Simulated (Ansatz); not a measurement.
# Predicting a hybrid from its neighbours: AsF3 (arsenic trifluoride)

The species is AsF3 (4 atoms), meant as a singlet with charge 0. As SMILES, `F[As](F)F`. The coordinates come from a PBE0-D4/def2-TZVP relaxation.

The electronic atomisation energy y, in eV, basis cc-pVDZ; a is the functional's share of exact exchange. Programs: Ansatz 0.2.0.

| functional | program | a | y (eV) |
| --- | --- | --- | --- |
| PBE | Ansatz | 0 | 14.12 |
| r2SCAN | Ansatz | 0 | 13.31 |
| B3LYP | Ansatz | 0.2 | ? |
| PBE0 | Ansatz | 0.25 | 12.89 |
| r2SCAN0 | Ansatz | 0.25 | 12.31 |
| BHLYP | Ansatz | 0.5 | 11.77 |

Q: Fit y = c + s·a to the known rows and predict B3LYP.

A: 
1. Means of the 5 rows: a = 0.2000, y = 12.880.
2. Σ(Δa)² = 0.175, Σ(Δa·Δy) = -0.695, so the slope is -0.695/0.175 = -3.9714.
3. Intercept: 12.880 − (-3.9714) × 0.2000 = 13.674. The largest residual of the fit is 0.45.
4. B3LYP: 13.674 + (-3.9714) × 0.2 = 12.88 eV.

The run gave 13.15 eV, so the prediction is off by -0.27 eV, within the largest residual. The rows mix families of semi-local functionals, which the line can't see.
